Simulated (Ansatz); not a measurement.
Compare A (`CB[SiH](C)N`) with its isomer B (`CBN[SiH2]C`).

Calculated with Ansatz (gas phase, PBE0-D4/def2-TZVP geometries, no zero-point term in ΔE). CBS: MP2 limit from def2 TZ/QZ plus the TZ coupled-cluster correction, frozen cores. DFT in def2-TZVPP. B3LYP here is the variant with VWN-RPA as its local correlation; programs differ in this. Each species was taken in one conformer, which may not be the lowest.

(1) Which isomer does CCSD(T)/CBS put lower? Give the gap. (An estimate is asked.)

(2) Give E(B) − E(A) in kJ/mol with PBE-D4, B3LYP, B2PLYP, LDA (SPW92), HF/def2-TZVPP, PBE0-D4, BLYP-D4. (Best estimate.)

(3) Does the order hold for the free energy at 298.15 K (harmonic terms from PBE0-D4)? (Estimate.)

Largest T1 diagnostic: 0.011.

## Answers

(1) Ansatz gave: B, by 164.5 kJ/mol.

(2) Computed: PBE-D4 -156.9, B3LYP -163.9, B2PLYP -167.8, LDA (SPW92) -167.5, HF/def2-TZVPP -167.7, PBE0-D4 -159.3, BLYP-D4 -164.4. None reverses the order clearly.

(3) Computed: Yes: G(B) − G(A) = -157.7 kJ/mol, for one conformer each. Modes under 60 cm⁻¹, often nearly free rotors, make the harmonic entropy too high.

Leaving LDA and LC-ωPBE aside and taking each functional with its dispersion term where it has one, the values, not all of them listed here, spread over 12.9 kJ/mol, from CAM-B3LYP-D4 to revPBE-D4. LDA lies −12.0 kJ/mol from PBE without D4. From BLYP to BHLYP (50 % exact exchange), in def2-TZVPP and without D4, E(B) − E(A) moves by −7.0 kJ/mol.
